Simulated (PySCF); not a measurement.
# How methods differ on the excitation energy of Ru

Ru [Kr] 4d7 5s1 (5F) → Ru [Kr] 4d6 5s1 5p1 (high-spin determinant), as a difference of total energies. Computed with PySCF 2.14 in def2-QZVPPD with the def2 core potential (28 electrons), with scalar relativity through the core potential. Correlated levels: valence: 4s2 4p6 frozen. The calculations carry no spin-orbit coupling.

```json
{"method": "UHF", "excitation energy (eV)": "1.715"}
{"method": "MP2 (valence)", "excitation energy (eV)": "3.095"}
{"method": "SCS-MP2 (valence)", "excitation energy (eV)": "3.441"}
{"method": "CCSD (valence)", "excitation energy (eV)": "2.927"}
{"method": "CCSD(T) (valence)", "excitation energy (eV)": "3.022"}
```

Task: How much does correlation contribute at CCSD(T) (valence)?

Result: 3.022 − (1.715) = 1.307 eV, measured against UHF.

The determinant of the upper state mixes LS terms, which raises its energy above the lowest term, most at the Hartree-Fock and MP2 levels.
